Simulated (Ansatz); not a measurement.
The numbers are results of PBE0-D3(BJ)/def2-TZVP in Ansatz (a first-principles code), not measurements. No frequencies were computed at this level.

Ansatz 0.2 input:
```yaml
crystal:
  periodic: [false, false, false]
  atoms:
    - { symbol: C, position_ang: [1.682317, 0.028618, -0.242432] }
    - { symbol: Si, position_ang: [0.038396, -0.065274, 0.723664] }
    - { symbol: Si, position_ang: [-1.718151, 0.696209, -0.544271] }
    - { symbol: Si, position_ang: [-1.444865, -1.602314, -0.400076] }
    - { symbol: H, position_ang: [2.465418, -0.532408, 0.25723] }
    - { symbol: H, position_ang: [1.571826, -0.378597, -1.242915] }
    - { symbol: H, position_ang: [2.026052, 1.054126, -0.337902] }
    - { symbol: H, position_ang: [0.346499, 0.699423, 1.963916] }
    - { symbol: H, position_ang: [-2.425449, 1.983422, -0.783759] }
    - { symbol: H, position_ang: [-2.542042, -1.883203, 0.606543] }
basis:
  gaussian: { orbitals: def2-tzvp }
hamiltonian:
  xc: pbe0
  dispersion: d3bj
relax:
  max_steps: 150
```

Output:

```
Functional definition: PBE0
1248 factors; their error is unknown
mean field evaluation 1: about -24747.9140 eV, gradient 5.1e1 eV
mean field evaluation 2: about -24739.3105 eV, gradient 6.9e1 eV
mean field evaluation 4: about -24754.3908 eV, gradient 6.4e0 eV
mean field evaluation 8: about -24754.5462 eV, gradient 2.5e-1 eV
mean field evaluation 16: about -24754.6400 eV, gradient 4.4e-4 eV
mean field -24754.64002793 eV, -909.7162417289 hartree, gradient 3.9e-5 eV, S^2 0.000000; 0 other end points of the search recorded, 0 dependent functions left out
reference -24754.64006290 eV, -909.7162430141 hartree; 27, 27 occupied and 151, 151 virtual orbitals, 1248 factors
relax step   1: F+E_penalty+E_count = -24754.91012398 eV  Δ(F+E_penalty+E_count) = +0.000e0 eV  max|allowed force component| = 1.241e0 eV/Å  Δτ_max = 0.0000 Å  (31 SCF iters, accepted)
these checks for a lower state are left out or cut short: starts, cluster_reference, orbital_swaps, neighbouring_geometries, increment
1248 factors; their error is unknown
mean field -24755.00367601 eV, -909.7296055492 hartree, gradient 2.0e-5 eV, S^2 0.000000; 0 other end points of the search recorded, 0 dependent functions left out
reference -24755.00371162 eV, -909.7296068578 hartree; 27, 27 occupied and 151, 151 virtual orbitals, 1248 factors
relax step   2: F+E_penalty+E_count = -24755.26842147 eV  Δ(F+E_penalty+E_count) = -3.583e-1 eV  max|allowed force component| = 1.107e0 eV/Å  Δτ_max = 0.1945 Å  (39 SCF iters, accepted)
these checks for a lower state are left out or cut short: starts, cluster_reference, orbital_swaps, neighbouring_geometries, increment
1248 factors; their error is unknown
mean field evaluation 32: about -24755.1638 eV, gradient 6.3e-5 eV
mean field -24755.16379765 eV, -909.7354899108 hartree, gradient 1.6e-5 eV, S^2 0.000000; 0 other end points of the search recorded, 0 dependent functions left out
reference -24755.16383300 eV, -909.7354912101 hartree; 27, 27 occupied and 151, 151 virtual orbitals, 1248 factors
relax step   3: F+E_penalty+E_count = -24755.42797738 eV  Δ(F+E_penalty+E_count) = -1.596e-1 eV  max|allowed force component| = 7.035e-1 eV/Å  Δτ_max = 0.1632 Å  (39 SCF iters, accepted)
these checks for a lower state are left out or cut short: starts, cluster_reference, orbital_swaps, neighbouring_geometries, increment
1248 factors; their error is unknown
mean field -24755.27303216 eV, -909.7395042050 hartree, gradient 2.7e-5 eV, S^2 0.000000; 0 other end points of the search recorded, 0 dependent functions left out
reference -24755.27306758 eV, -909.7395055067 hartree; 27, 27 occupied and 151, 151 virtual orbitals, 1248 factors
relax step   4: F+E_penalty+E_count = -24755.53553860 eV  Δ(F+E_penalty+E_count) = -1.076e-1 eV  max|allowed force component| = 7.713e-1 eV/Å  Δτ_max = 0.1904 Å  (33 SCF iters, accepted)
these checks for a lower state are left out or cut short: starts, cluster_reference, orbital_swaps, neighbouring_geometries, increment
1248 factors; their error is unknown
mean field -24755.36023584 eV, -909.7427088814 hartree, gradient 7.0e-6 eV, S^2 0.000000; 0 other end points of the search recorded, 0 dependent functions left out
reference -24755.36027130 eV, -909.7427101845 hartree; 27, 27 occupied and 151, 151 virtual orbitals, 1248 factors
relax step   5: F+E_penalty+E_count = -24755.62121352 eV  Δ(F+E_penalty+E_count) = -8.567e-2 eV  max|allowed force component| = 7.816e-1 eV/Å  Δτ_max = 0.1949 Å  (33 SCF iters, accepted)
these checks for a lower state are left out or cut short: starts, cluster_reference, orbital_swaps, neighbouring_geometries, increment
1248 factors; their error is unknown
mean field -24755.47182395 eV, -909.7468096686 hartree, gradient 2.6e-5 eV, S^2 0.000000; 0 other end points of the search recorded, 0 dependent functions left out
reference -24755.47185893 eV, -909.7468109543 hartree; 27, 27 occupied and 151, 151 virtual orbitals, 1248 factors
relax step   6: F+E_penalty+E_count = -24755.73256800 eV  Δ(F+E_penalty+E_count) = -1.114e-1 eV  max|allowed force component| = 2.030e-1 eV/Å  Δτ_max = 0.2000 Å  (30 SCF iters, accepted)
these checks for a lower state are left out or cut short: starts, cluster_reference, orbital_swaps, neighbouring_geometries, increment
1248 factors; their error is unknown
mean field -24755.48089576 eV, -909.7471430514 hartree, gradient 2.2e-5 eV, S^2 0.000000; 0 other end points of the search recorded, 0 dependent functions left out
reference -24755.48093124 eV, -909.7471443554 hartree; 27, 27 occupied and 151, 151 virtual orbitals, 1248 factors
relax step   7: F+E_penalty+E_count = -24755.74183612 eV  Δ(F+E_penalty+E_count) = -9.268e-3 eV  max|allowed force component| = 3.598e-1 eV/Å  Δτ_max = 0.2000 Å  (31 SCF iters, accepted)
these checks for a lower state are left out or cut short: starts, cluster_reference, orbital_swaps, neighbouring_geometries, increment
1248 factors; their error is unknown
mean field evaluation 64: about -24755.2218 eV, gradient 8.2e0 eV
mean field -24755.46539222 eV, -909.7465733069 hartree, gradient 7.4e-6 eV, S^2 0.000000; 0 other end points of the search recorded, 0 dependent functions left out
reference -24755.46542767 eV, -909.7465746096 hartree; 27, 27 occupied and 151, 151 virtual orbitals, 1248 factors
relax step   8: F+E_penalty+E_count = -24755.72709174 eV  Δ(F+E_penalty+E_count) = +1.474e-2 eV  max|allowed force component| = 2.559e-1 eV/Å  Δτ_max = 0.2000 Å  (31 SCF iters, rejected (line search))
these checks for a lower state are left out or cut short: starts, cluster_reference, orbital_swaps, neighbouring_geometries, increment
1248 factors; their error is unknown
mean field -24755.49225367 eV, -909.7475604470 hartree, gradient 2.6e-5 eV, S^2 0.000000; 0 other end points of the search recorded, 0 dependent functions left out
reference -24755.49228899 eV, -909.7475617452 hartree; 27, 27 occupied and 151, 151 virtual orbitals, 1248 factors
relax step   9: F+E_penalty+E_count = -24755.75350228 eV  Δ(F+E_penalty+E_count) = -1.167e-2 eV  max|allowed force component| = 5.077e-2 eV/Å  Δτ_max = 0.0650 Å  (31 SCF iters, accepted)
these checks for a lower state are left out or cut short: starts, cluster_reference, orbital_swaps, neighbouring_geometries, increment
1248 factors; their error is unknown
mean field -24755.49279109 eV, -909.7475801968 hartree, gradient 2.5e-5 eV, S^2 0.000000; 0 other end points of the search recorded, 0 dependent functions left out
reference -24755.49282639 eV, -909.7475814941 hartree; 27, 27 occupied and 151, 151 virtual orbitals, 1248 factors
relax step  10: F+E_penalty+E_count = -24755.75410750 eV  Δ(F+E_penalty+E_count) = -6.052e-4 eV  max|allowed force component| = 2.335e-2 eV/Å  Δτ_max = 0.0210 Å  (31 SCF iters, accepted)
these checks for a lower state are left out or cut short: starts, cluster_reference, orbital_swaps, neighbouring_geometries, increment
1248 factors; their error is unknown
mean field -24755.49288667 eV, -909.7475837092 hartree, gradient 2.5e-5 eV, S^2 0.000000; 0 other end points of the search recorded, 0 dependent functions left out
reference -24755.49292201 eV, -909.7475850079 hartree; 27, 27 occupied and 151, 151 virtual orbitals, 1248 factors
relax step  11: F+E_penalty+E_count = -24755.75420137 eV  Δ(F+E_penalty+E_count) = -9.387e-5 eV  max|allowed force component| = 4.280e-3 eV/Å  Δτ_max = 0.0062 Å  (33 SCF iters, accepted)
1248 factors; their error is unknown
mean field evaluation 96: about -24755.2324 eV, gradient 6.8e0 eV
mean field -24755.49288667 eV, -909.7475837092 hartree, gradient 2.9e-5 eV, S^2 0.000000; 1 other end points of the search recorded, 0 dependent functions left out
reference -24755.49292201 eV, -909.7475850079 hartree; 27, 27 occupied and 151, 151 virtual orbitals, 1248 factors
Total energy: -24755.75423671 eV, -909.7571881462 hartree
Atom 0 at     1.742732     0.003801    -0.279551 Å, force     0.002544     0.002401     0.000906 eV/Å
Atom 1 at     0.104846     0.195688     0.610460 Å, force    -0.001500     0.001371     0.001932 eV/Å
Atom 2 at    -1.821819     0.878140    -0.424013 Å, force     0.001279    -0.000825     0.001141 eV/Å
Atom 3 at    -1.716920    -1.132095     0.203424 Å, force     0.000335     0.000637    -0.000984 eV/Å
Atom 4 at     2.368017    -0.731531     0.234526 Å, force    -0.001115    -0.000665     0.000784 eV/Å
Atom 5 at     1.592614    -0.321231    -1.309912 Å, force    -0.002702    -0.001325     0.000192 eV/Å
Atom 6 at     2.282479     0.954931    -0.285237 Å, force    -0.000561     0.000617     0.000257 eV/Å
Atom 7 at     0.402869     0.646120     2.003365 Å, force     0.000658    -0.002284    -0.004280 eV/Å
Atom 8 at    -2.593538     1.976509    -1.069664 Å, force     0.000522    -0.001574     0.000105 eV/Å
Atom 9 at    -2.361279    -2.470330     0.316601 Å, force     0.000539     0.001647    -0.000052 eV/Å
Dipole moment:     0.105908    -0.021011    -0.084948 e Å
```

Cost: very roughly 70 core-seconds.
